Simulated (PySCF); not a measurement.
**Effect of structural changes**

Method used: TDDFT PBE0/def2-SVPD circular dichroism and optical rotation, one conformer, gas phase in PySCF. Geometry: GFN2-xTB.

Each molecule in one low-energy conformer. The parent is N#[C][Ge@@H]([SiH3])[Si@@H](N)[SiH3].

The molecule is flexible and this is one conformer; a measurement averages over conformers. The calculation is non-relativistic, which matters for the atoms heavier than Zn.

Q: How does the specific rotation at 589.3 nm (origin-invariant length gauge) change along this series?
- N#[C][Ge@@H]([SiH3])[Si@@H](N)[SiH3] (base)
- N#[C][Ge@@H]([SiH3])[Si@H](N)[SiH3] (diastereomer)

A: 
```tsv
molecule	[α]589 (deg dm⁻¹ (g/mL)⁻¹)	S1 (eV)	R(S1), velocity form (10⁻⁴⁰ esu² cm²)
N#[C][Ge@@H]([SiH3])[Si@@H](N)[SiH3]	+78.9	4.88	-41.6
N#[C][Ge@@H]([SiH3])[Si@H](N)[SiH3]	-25.7	5.03	-40.8
```
The specific rotation at 589.3 nm (origin-invariant length gauge) is lowest for N#[C][Ge@@H]([SiH3])[Si@H](N)[SiH3] and highest for N#[C][Ge@@H]([SiH3])[Si@@H](N)[SiH3].
